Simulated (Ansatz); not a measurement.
Br2Ge (SMILES [Br][Ge][Br]) moved off its minimum; all values from Ansatz (a quantum-chemistry and plane-wave program), cores frozen in correlated methods.
(charge 0, multiplicity 1)
```xyz
3

Ge     0.06690    -0.07512     1.03023
Br     0.94479    -1.57645    -0.39938
Br    -1.14941     1.58838    -0.48794
```

Problem. Give the forces (eV/Å), the total energy and the dipole at CCSD(T)/aug-cc-pVTZ.

Solution. 
| atom | Fx | Fy | Fz |
|---|---|---|---|
| Ge1 | -1.155 | 1.772 | 0.168 |
| Br2 | 0.454 | -0.798 | -0.916 |
| Br3 | 0.701 | -0.974 | 0.748 |
Energy -7220.8892 hartree, dipole 2.68 D.
